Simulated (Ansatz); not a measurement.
`[SiH3][SiH2][SiH2][GeH3]` + `C=O` → `O=C[SiH2][SiH2][SiH3]` + GeH₄  (formal exchange of groups at the Si–Ge bond)

Calculated with Ansatz (gas phase, PBE0-D4/def2-TZVP geometries, no zero-point term in ΔE). CCSD(T)/CBS is the MP2 limit (def2-TZVPP, def2-QZVPP) plus CCSD(T) − MP2 in def2-TZVPP, frozen cores. This one scheme is used for every species. Functionals use def2-TZVPP. For Ge outer-core shells are correlated without core-valence functions, which leaves a few kJ/mol of doubt a bond. Scalar relativity is left out up to krypton. Each species was taken in one conformer, which may not be the lowest.

Question: Is it downhill or uphill in electronic energy at CCSD(T)/CBS, and by how much? (Best estimate.)

Answer: Computed: Uphill: ΔE = +40.7 kJ/mol.

Question: What do these levels give: PBE-D4, r2SCAN-D4, ωB97X-V, B2PLYP, PBE0, HF/def2-TZVPP, SCS-MP2/def2-TZVPP, CCSD/def2-TZVPP, CCSD(T)/def2-TZVPP, HF/def2-QZVPP, MP2/def2-QZVPP, MP2/CBS(def2)? (Estimate.)

Answer: Computed: PBE-D4 40.0, r2SCAN-D4 37.3, ωB97X-V 35.7, B2PLYP 36.0, PBE0 42.3, HF/def2-TZVPP 34.6, SCS-MP2/def2-TZVPP 38.5, CCSD/def2-TZVPP 40.8, CCSD(T)/def2-TZVPP 40.3, HF/def2-QZVPP 33.5, MP2/def2-QZVPP 41.8, MP2/CBS(def2) 42.4 kJ/mol.

Largest T1 diagnostic among the species: 0.016.

In def2-TZVPP, CCSD(T) changes the Hartree–Fock value by +5.7 kJ/mol (the triples alone add −0.5 kJ/mol) and MP2 by +7.4 kJ/mol. From PBE to PBE0 (25 % exact exchange), in def2-TZVPP and without D4, ΔE moves by +3.3 kJ/mol.
